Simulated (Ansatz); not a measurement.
A nudged elastic band was laid between two geometries of CH₈AlBSi (12 atoms, charge 0, multiplicity 1).

The calculation used RKS B3LYP/def2-SVP (Ansatz 0.2.0).

```yaml
movable_images: 5
climbing_image: yes
spring: 5.0 eV/Å²
optimiser: quadratic models (default)
start_path: through a guess of the saddle point
force_threshold: 0.03 eV/Å
iteration_limit: 60
end_points: relaxed
```

First end point:

```xyz
12
Properties=species:S:1:pos:R:3
B -1.679 1.792 -0.279
Si -1.389 0.243 0.919
Al 1.036 -0.217 0.559
C 1.670 -1.438 -0.841
H -1.938 1.632 -1.447
H -1.464 2.918 0.102
H -1.588 0.519 2.376
H -2.145 -0.995 0.546
H 2.096 0.525 1.486
H 2.370 -2.184 -0.424
H 0.865 -1.978 -1.364
H 2.242 -0.872 -1.599
```

Last end point:

```xyz
12
Properties=species:S:1:pos:R:3
B -1.772 1.688 -0.286
Si -1.341 0.241 0.996
Al 1.076 -0.143 0.514
C 1.679 -1.407 -0.861
H -2.091 1.432 -1.422
H -1.589 2.846 0.002
H -1.464 0.610 2.442
H -2.061 -1.050 0.756
H 2.157 0.689 1.336
H 0.872 -2.018 -1.296
H 2.162 -0.853 -1.688
H 2.450 -2.090 -0.460
```

Problem. Which bonds break or form, and what moves?

Solution. No bond is made or broken. The dihedral Si2–Al3–C4–H10 goes from -129 to -8°. The two ends are copies of one structure, up to a mirror image or an exchange of like atoms.

Problem. Give the energies along the band, and the barrier.

Solution. The forces met the threshold. The highest image is number 3 of 0 to 6, 0.7 kJ/mol above the ends, which have the same energy within 2 meV. The top lies less than 8 meV above the higher end, about what the thresholds resolve: that end is a shoulder or a very shallow well. A vibrational analysis at the climbing image gives one clearly imaginary mode, 49i cm⁻¹: a first-order saddle point.

| image | path coordinate (Å) | energy (kJ/mol) | dihedral Si2–Al3–C4–H10 (°) |
| --- | --- | --- | --- |
| 0 | 0.00 | 0.0 | -129 |
| 1 | 0.77 | 0.1 | -109 |
| 2 | 1.54 | 0.5 | -87 |
| 3 | 2.30 | 0.7 | -63 |
| 4 | 2.87 | 0.5 | -43 |
| 5 | 3.43 | 0.1 | -23 |
| 6 | 3.99 | 0.0 | -8 |

Problem. What is the geometry of the highest image?

Solution. 
```xyz
12
Properties=species:S:1:pos:R:3
B -1.720 1.579 -0.380
Si -1.309 0.271 1.051
Al 1.107 -0.210 0.651
C 1.652 -1.264 -0.914
H -1.990 1.201 -1.494
H -1.577 2.766 -0.206
H -1.478 0.767 2.452
H -2.027 -1.038 0.908
H 2.182 0.337 1.689
H 1.232 -2.285 -0.861
H 1.260 -0.823 -1.848
H 2.745 -1.356 -1.012
```

Run time: 2.9 min on 2 threads of Arm Neoverse V1, on a shared host, peak memory 0.21 GiB.
